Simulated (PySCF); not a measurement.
**Orbital energies and ionisation energy**

Compound: B3GeH8N3O.
Z-matrix (Å and degrees, PBE0-D3(BJ)/def2-SVP geometry), rows numbered from 1:
```
Ge
O   1  1.7796
B   2  1.3704  1  132.21
N   3  1.4391  2  124.48  1     4.23
B   4  1.4248  3  122.50  2   179.85
N   5  1.4263  4  117.90  3     0.14
B   6  1.4297  5  122.36  4     0.00
N   7  1.4206  6  117.49  5    -0.11
H   1  1.5432  2  109.62  3   -20.75
H   1  1.5340  2  106.12  3  -140.47
H   1  1.5368  2  107.78  3    99.70
H   4  1.0117  3  119.63  2     0.67
H   5  1.2107  4  120.85  3  -179.88
H   6  1.0107  5  118.82  4   179.90
H   7  1.2105  6  121.16  5   179.82
H   8  1.0118  3  117.39  2     0.16
```

Level: B3LYP/def2-SVPD (PySCF). Frontier orbitals with their largest atomic shares (Löwdin; up to four atoms above 4 %):

```
orbital  ε (eV)                             main atoms
 HOMO−3   -8.89   O2 30 %, N6 18 %, Ge1 15 %, H11 12 %
 HOMO−2   -8.43      O2 26 %, B5 10 %, B7 9 %, H13 9 %
 HOMO−1   -7.82       N4 38 %, N8 29 %, B7 8 %, B5 8 %
   HOMO   -7.37                                      ?
   LUMO   -0.35      Ge1 36 %, B3 16 %, O2 9 %, H9 9 %
 LUMO+1   -0.19  Ge1 42 %, H9 15 %, H10 13 %, H11 12 %
 LUMO+2    0.19     B5 26 %, B7 24 %, N6 13 %, N4 10 %
```

Problem. What vertical ionisation energy does ΔSCF give, and how far is −ε(HOMO) from it?

Solution. ΔSCF: 9.31 eV (898 kJ/mol; threshold wavelength 133 nm); ⟨S²⟩ of the doublet left behind is 0.765, against 0.75 for a pure doublet. −ε(HOMO) is 7.37 eV, 1.94 eV below it. For the exact functional −ε(HOMO) would equal the first vertical ionisation energy; B3LYP (global hybrid, 20 % exact exchange) falls short of its own ΔSCF value by 21 %.

Problem. On which atoms does the HOMO lie?

Solution. N6 (boron-bound nitrogen) 32 %, N8 (boron-bound nitrogen) 20 %, O2 (boron-bound oxygen) 14 %, N4 (boron-bound nitrogen) 10 %, so no atom holds as much as 40 %. The HOMO−1 lies 0.45 eV lower.

Problem. Shift the occupied levels rigidly so that −ε(HOMO) equals the ΔSCF value. What binding energies result?

Solution. The shift is +1.94 eV: HOMO 9.31, HOMO−1 9.76, HOMO−2 10.37, HOMO−3 10.83 eV. A rigid shift is only a rough guide to the deeper ionisations.

Problem. What total energies stand behind the ΔSCF value?

Solution. E(N) = -2395.75655 Eh and E(N − 1) = -2395.41439 Eh at the same geometry, 0.34216 Eh apart.

Problem. With α = 95.5 au, estimate the like-pair dispersion coefficient by London's formula C6 = (3/4)α²I.

Solution. I = 0.3422 Eh, so C6 ≈ 2340 au, a rough estimate.

Problem. What kinetic energy would electrons from this vertical process carry with He I light (21.218 eV)?

Solution. 21.22 − 9.31 = 11.91 eV.

Isolated species at its PBE0-D3(BJ)/def2-SVP geometry (one conformer only). The calculation is non-relativistic, for germanium too.
